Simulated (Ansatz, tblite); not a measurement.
Forces on BMe2Br (C₂H₆BBr) at its PBE0-D4/def2-SVP geometry. The state is a singlet with charge 0.

The xTB rows come from tblite.

GFN1-xTB (tblite), largest force 0.59 eV/Å:

```xyz
10
positions Å, forces eV/Å
B     0.307   -0.337    0.237   -0.112    0.121   -0.088
C     0.794    0.276   -1.115    0.067    0.542   -0.211
H     1.307    1.224   -0.860   -0.146   -0.338   -0.162
H    -0.045    0.552   -1.774    0.305   -0.159    0.145
H     1.518   -0.342   -1.663   -0.294    0.153    0.165
C    -1.058    0.015    0.910   -0.549   -0.017   -0.146
H    -1.801   -0.694    0.496    0.214    0.267    0.201
H    -1.411    1.023    0.640    0.119   -0.295    0.182
H    -1.073   -0.111    2.001    0.050    0.105   -0.352
Br    1.461   -1.607    1.129    0.345   -0.379    0.267
```

GFN2-xTB (tblite), largest force 0.95 eV/Å:

```
B 0.564 -0.623 0.435
C 0.027 0.404 -0.167
H -0.133 -0.335 -0.238
H 0.419 -0.118 0.134
H -0.285 0.240 0.109
C -0.405 0.011 -0.116
H 0.165 0.302 0.250
H 0.051 -0.384 0.229
H -0.052 0.118 -0.366
Br -0.350 0.386 -0.270
```

PBE-D4/def2-TZVP (Ansatz), largest force 0.21 eV/Å:

```
B -0.127 0.136 -0.100
C 0.009 -0.017 0.030
H -0.001 -0.012 -0.045
H 0.034 0.001 0.008
H -0.025 0.040 0.006
C 0.035 -0.023 0.005
H -0.018 0.027 0.028
H -0.007 -0.028 0.012
H -0.023 0.009 -0.041
Br 0.123 -0.134 0.096
```
